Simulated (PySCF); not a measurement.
**From computed data to an observable: dipole moment from atomic charges**

MoF5H, SMILES [F][MoH]([F])([F])([F])[F], multiplicity 1. Atoms are numbered in the order given.

```xyz
7

Mo     0.0000     0.0000    -0.0959
F      0.0000     0.0000     1.7957
F      1.2814     1.2814    -0.2869
F     -1.2814     1.2814    -0.2869
F      1.2814    -1.2814    -0.2869
F     -1.2814    -1.2814    -0.2869
H      0.0000     0.0000    -1.8031
```

Geometry: B3LYP-D3(BJ)/def2-SVP. A frequency run showed that this geometry is not a minimum. The spin state was assumed, not searched. The structure was generated by enumeration; whether it is a known compound was not checked. The def2 effective core potentials stand for the cores of Mo; spin–orbit coupling is left out.

Charges (e) from M06-2X/def2-TZVP (PySCF):

```json
[
 {"atom": "Mo1", "Mulliken": "1.945", "ESP fit": "1.307"},
 {"atom": "F2", "Mulliken": "-0.448", "ESP fit": "-0.274"},
 {"atom": "F3", "Mulliken": "-0.390", "ESP fit": "-0.232"},
 {"atom": "F4", "Mulliken": "-0.390", "ESP fit": "-0.232"},
 {"atom": "F5", "Mulliken": "-0.390", "ESP fit": "-0.232"},
 {"atom": "F6", "Mulliken": "-0.390", "ESP fit": "-0.232"},
 {"atom": "H7", "Mulliken": "0.062", "ESP fit": "-0.105"}
]
```

The dipole moment of the full density is 0.71 D.

Question: What dipole moment does each set of point charges give, and which comes closer to that of the density?

Answer: 
μ = Σ q r, and 1 e Å = 4.8032 D.
Mulliken: Σ q r = (0.000, 0.000, -0.655) e Å, |μ| = 3.15 D.
ESP fit: Σ q r = (0.000, 0.000, -0.162) e Å, |μ| = 0.78 D.
ESP fit comes closer in size. Point charges leave out the atoms' own dipoles (lone pairs, polarised bonds); fits to the potential absorb them, partitions of the density don't.
